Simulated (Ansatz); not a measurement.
Two members of one family (Same ligands, another metal), computed with Ansatz in the gas phase; def2 core potentials for Mo, W, no spin–orbit coupling. The two geometries come from different levels. A negative affinity means that the extra electron isn't bound at that geometry and level; within about 0.2 eV of zero the sign isn't settled. Names give formal oxidation states. A dash marks a value that wasn't run or was left out as unsound. The structures are stationary points that may keep the symmetry of their start. Remarks come from the PBE and PBE0 runs and from stability tests at other levels; not every state was tested. A HOMO above zero means that the electron is unbound at that level and held by the basis, or that self-interaction error raises the level; the energy of removing that electron tells which.

First: MoO2(OH)2 (singlet, charge 0, PBE0-D4/def2-SVP geometry).

```
atom   x (Å)   y (Å)   z (Å)
 Mo1   0.219   0.297  -0.006
  O2   1.657   0.427  -0.852
  O3  -0.067   1.731   0.809
  O4   0.336  -1.087   1.237
  H5   1.026  -1.761   1.273
  O6  -1.162  -0.033  -1.215
  H7  -2.009   0.425  -1.247
```

```
               level  HOMO (eV)  LUMO (eV)  gap (eV)  vertical IE (eV)  vertical EA (eV)  vertical triplet (eV)
   PBE-D4/def2-TZVPD      -7.56      -2.96      4.60                 –              0.11                      –
 r2SCAN-D4/def2-TZVP      -7.89      -2.86      5.03             11.10                 –                   4.53
r2SCAN-D4/def2-TZVPD      -7.91      -2.89      5.02                 –              0.01                      –
   PBE0-D4/def2-TZVP      -9.17      -2.15      7.02             11.23                 –                   4.28
r2SCAN0-D4/def2-TZVP      -9.45      -2.13      7.31                 –                 –                      –
```

Metal–donor distances: 4 × O 1.67 to 1.86 Å. Remarks: HOMO above zero (-1 doublet).

Second: WO2(OH)2 (singlet, charge 0, PBE-D4/def2-SVP geometry).

```xyz
7

W    -0.233    0.118   -0.203
O    -0.263   -0.058   -1.920
O    -1.633    1.014    0.260
O     1.313    1.094    0.317
H     2.039    1.362   -0.275
O    -0.284   -1.612    0.584
H    -0.940   -1.917    1.237
```

Question: Estimate the same table for the second.

Answer: 
```
               level  HOMO (eV)  LUMO (eV)  gap (eV)  vertical IE (eV)  vertical EA (eV)  vertical triplet (eV)
   PBE-D4/def2-TZVPD      -7.38      -2.64      4.73                 –              0.10                      –
 r2SCAN-D4/def2-TZVP      -7.67      -2.46      5.21             10.86                 –                   4.73
r2SCAN-D4/def2-TZVPD      -7.71      -2.51      5.20                 –             -0.04                      –
   PBE0-D4/def2-TZVP      -8.93      -1.78      7.15             10.99                 –                   4.57
r2SCAN0-D4/def2-TZVP      -9.20      -1.72      7.47                 –                 –                      –
```

Metal–donor distances: 4 × O 1.73 to 1.90 Å. Remarks: HOMO above zero (-1 doublet).
